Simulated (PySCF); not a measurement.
**Germanium: a sound run and one with changed settings**

Sound run: Ge²⁺ [Ar] 3d10 4s2, Ge³⁺ [Ar] 3d10 4s1. All numbers are calculated (PySCF 2.14, scalar relativity by spin-free X2C-1e, in x2c-SVPall). In the sound run the correlated levels freeze [Ar] 3d10. The sound run starts from symmetry-adapted Hartree-Fock orbitals and uses a fine grid where one is needed.

Changed run: the non-relativistic Hamiltonian (point nucleus). This setting is unsound on purpose.

```tsv
species	method	sound run (hartree)	changed run (hartree)	converged
Ge²⁺	UHF	-2095.85338	-2065.64779	yes
Ge²⁺	TPSS	-2097.45504	-2067.25082	yes
Ge²⁺	M06-L	-2097.42078	-2067.21281	yes
Ge²⁺	MP2	-2095.87975	-2065.67466	yes
Ge²⁺	CCSD(T)	-2095.89176	-2065.68764	yes
Ge³⁺	UHF	-2094.66946	-2064.49639	yes
Ge³⁺	TPSS	-2096.20124	-2066.03285	yes
Ge³⁺	M06-L	-2096.16235	-2065.98918	yes
```

Ionisation energy of Ge²⁺:

```json
{"method": "UHF", "sound run (eV)": "32.216", "changed run (eV)": "31.331"}
{"method": "TPSS", "sound run (eV)": "34.118", "changed run (eV)": "33.143"}
{"method": "M06-L", "sound run (eV)": "34.244", "changed run (eV)": "33.297"}
{"method": "MP2", "sound run (eV)": "32.934", "changed run (eV)": "32.062"}
{"method": "SCS-MP2", "sound run (eV)": "33.077", "changed run (eV)": "32.209"}
{"method": "CCSD", "sound run (eV)": "33.260", "changed run (eV)": "32.416"}
{"method": "CCSD(T)", "sound run (eV)": "33.260", "changed run (eV)": "32.416"}
{"method": "CCSDT", "sound run (eV)": "33.260", "changed run (eV)": "32.416"}
{"method": "FCI", "sound run (eV)": "33.260", "changed run (eV)": "32.416"}
```

Most of the change in total energy is the relativistic energy itself. On top of that the contraction fixes the core shape for the Hamiltonian it was made with, so the changed run is not a good calculation with the other Hamiltonian either.

For comparison, NIST gives 34.058 eV between the lowest levels.
